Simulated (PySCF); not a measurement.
Species: [MnS4]- (charge -1 and singlet state).
Bonds: Mn1–S2, Mn1–S3, Mn1–S4, Mn1–S5.

Computed with PBE0-D3(BJ)/def2-SVP geometry optimisation, gas phase in PySCF 2.14.0.

Problem. How far are the bound atoms from Mn1?

Solution. 4 atoms: S3 1.997 Å, S5 1.999 Å, S4 1.999 Å, S2 2.000 Å.

Problem. List the angles at Mn1.

Solution. 
| angle | degrees | distance of the outer atoms (Å) |
| --- | --- | --- |
| S2–Mn1–S5 | 109.7 | 3.27 |
| S2–Mn1–S4 | 109.6 | 3.27 |
| S4–Mn1–S5 | 109.5 | 3.27 |
| S3–Mn1–S4 | 109.4 | 3.26 |
| S2–Mn1–S3 | 109.3 | 3.26 |
| S3–Mn1–S5 | 109.3 | 3.26 |

Problem. What is the shape at Mn1?

Solution. Tetrahedral: angles from 109.3° to 109.7°; τ4 = (360° − α − β)/141° = 1.00 with α and β the two widest (0 for a square, 1 for a tetrahedron). Differences among atoms that Td makes equivalent are scatter left by the optimiser.

Problem. What are the rotational constants (commonest isotopes, rigid rotor)?

Solution. A = 1486, B = 1485, C = 1480 MHz: a spherical top.

Point group: Td (every atom within 0.08 Å of its image). Charge -1, singlet. The geometry's basis has no diffuse functions, a weakness for an anion. Stationary, but not proved a minimum.
